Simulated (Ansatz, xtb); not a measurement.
**Relative energy of two structures of FH3N2SZn**

We compare a, a singlet given by its coordinates, with b, a singlet given by its coordinates. Both are isolated molecules in the gas phase, relaxed with PBE0-D3(BJ)/def2-SVP.

a (Å):

```yaml
atoms:
  - { symbol: F, position_ang: [-0.0445, -1.3581, 1.5363] }
  - { symbol: N, position_ang: [-0.2873, 1.4649, -0.5144] }
  - { symbol: N, position_ang: [-1.4504, 1.5722, -1.3207] }
  - { symbol: S, position_ang: [-2.7542, 0.6210, -0.5570] }
  - { symbol: Zn, position_ang: [-1.0561, -0.3328, 0.5240] }
  - { symbol: H, position_ang: [-0.1945, 2.2216, 0.1725] }
  - { symbol: H, position_ang: [0.5443, 1.4712, -1.1081] }
  - { symbol: H, position_ang: [-1.7624, 2.5436, -1.3579] }
```

Close contacts (Å): F1–Zn5 1.76, N2–N3 1.42, N2–Zn5 2.21, N3–S4 1.79, S4–Zn5 2.23, N2–H6 1.03, N2–H7 1.02, N3–H8 1.02.

b (Å):

```xyz
8

F    -2.4444    0.7274   -0.3610
N     0.7273    0.6837   -0.8129
N    -0.2597    0.0640   -1.2856
S     0.5316    1.8436    0.3358
Zn   -1.8601    2.0457    0.8405
H    -1.2964    0.2619   -0.9600
H    -0.0130   -0.6314   -1.9910
H    -2.4976    3.0172    1.8641
```

Close contacts (Å): F1–Zn5 1.88, N2–N3 1.26, N2–S4 1.64, S4–Zn5 2.45, N3–H6 1.10, N3–H7 1.02, Zn5–H8 1.55.

Q: Estimate E(b) − E(a) at the level CCSD(T)/def2-SVP + ΔMP2/def2-TZVPP.

A: Calculated at CCSD(T)/def2-SVP + ΔMP2/def2-TZVPP: E(b) − E(a) = +18.0 kcal/mol, so structure a lies lower.

The same difference at several levels:

| level | geometry | E(b) − E(a) (kcal/mol) | departure from the last row (kcal/mol) | job, with rough time for the two |
| --- | --- | --- | --- | --- |
| PBE0-D3(BJ)/def2-SVP | PBE0-D3(BJ)/def2-SVP | +11.9 | −6.1 | optimisation, 94 s |
| HF/def2-SVP | PBE0-D3(BJ)/def2-SVP | +23.9 | +5.9 | part of the CCSD(T) run |
| MP2/def2-SVP | PBE0-D3(BJ)/def2-SVP | +15.4 | −2.7 | part of the CCSD(T) run |
| CCSD(T)/def2-SVP | PBE0-D3(BJ)/def2-SVP | +13.2 | −4.9 | single point |
| CCSD(T)/def2-SVP + ΔMP2/def2-TZVPP | PBE0-D3(BJ)/def2-SVP | +18.0 |  | single point, 58 s |

None of the levels shown reverses the order. The largest departure from CCSD(T)/def2-SVP + ΔMP2/def2-TZVPP is that of PBE0-D3(BJ)/def2-SVP, 6.1 kcal/mol. Levels run at GFN2-xTB geometries aren't shown. The last row adds to CCSD(T) the change of the MP2 difference between the two basis sets, here +4.9 kcal/mol, a large step that makes the value less sure.

With harmonic frequencies from PBE0-D3(BJ)/def2-SVP (ideal gas, rigid rotor, one conformer each, 298.15 K, 1 atm): the zero-point term adds −4.5 kcal/mol; ΔH is +13.5 and ΔG +13.6 kcal/mol.

The correlated steps freeze 13 core orbitals; the last core shell of Zn is correlated, in a basis made for valence electrons. Mirror images aren't counted in ΔG. Codes used: Ansatz 0.2.0; the last row on 2 threads of Arm Neoverse V1 on a shared host.
